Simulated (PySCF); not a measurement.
CH4O2Se, SMILES CO[Se]O. The structure is a stationary point at PBE-D3(BJ)/def2-SVP. The structure was generated by enumeration, and PubChem lists no compound with its InChIKey, so it may never have been made. The values are those of a single conformer.

Calculation: PySCF with PBE-D3(BJ)/def2-SVP.

Harmonic wavenumbers (cm⁻¹): 109, 130, 265, 312, 491, 576, 625, 1013, 1052, 1121, 1135, 1388, 1397, 1426, 2934, 3022, 3052, 3651. Rotational constants (GHz): 8.955, 3.427, 2.745; symmetry number 1.

Q: Work out the zero-point energy and the ideal-gas rigid-rotor harmonic-oscillator thermochemistry at 298.15 K and 1 atm.

A: ZPE = ½ Σ hcν = ½ × 23699 cm⁻¹ = 141.75 kJ/mol. H − E(el) = 159.42 kJ/mol. Entropy in J/(mol K): translation 169.16, rotation 107.73, vibration 46.54, total 323.44. G − E(el) = 62.98 kJ/mol. Cp = 83.89 J/(mol K). Modes under 150 cm⁻¹ make the vibrational entropy uncertain.
